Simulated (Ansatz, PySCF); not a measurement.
This Ansatz (an electronic-structure program) input computes a BLYP/def2-TZVPD energy:

Ansatz 0.2 input:
```yaml
crystal:
  periodic: [false, false, false]
  atoms:
    - {symbol: Ge, position_ang: [0.20970819, -0.16279412, 0.26906881]}
    - {symbol: O, position_ang: [0.90778365, 0.08363465, -1.24146200]}
    - {symbol: F, position_ang: [-1.55254792, 0.50448164, 0.14683270]}
basis:
  gaussian:
    orbitals: def2-TZVPD
hamiltonian:
  xc: {name: BLYP}
total_charge: -1
output: {forces: true}
```

Q: Write an input for the same energy in PySCF and say what it gives.

A: 
```python
from pyscf import gto, scf, dft

mol = gto.M(
    atom='''
    Ge    0.20970819   -0.16279412    0.26906881
    O     0.90778365    0.08363465   -1.24146200
    F    -1.55254792    0.50448164    0.14683270
    ''',
    basis='def2-tzvpd',
    charge=-1,
    spin=0,
    verbose=4,
)

mf = dft.RKS(mol, xc='blyp').density_fit(auxbasis='def2-universal-jkfit')
mf.grids.level = 3
mf.conv_tol = 1e-9
mf.max_cycle = 100
mf.max_memory = 1500
mf.kernel()
if not mf.converged:
    mf = mf.newton()
    mf.kernel(mf.make_rdm1())
mf.analyze()
```
It gives -2252.31907 Eh, and Ansatz -2252.31901 Eh, a difference of 0.06 mEh, from the treatment of integrals and grids.
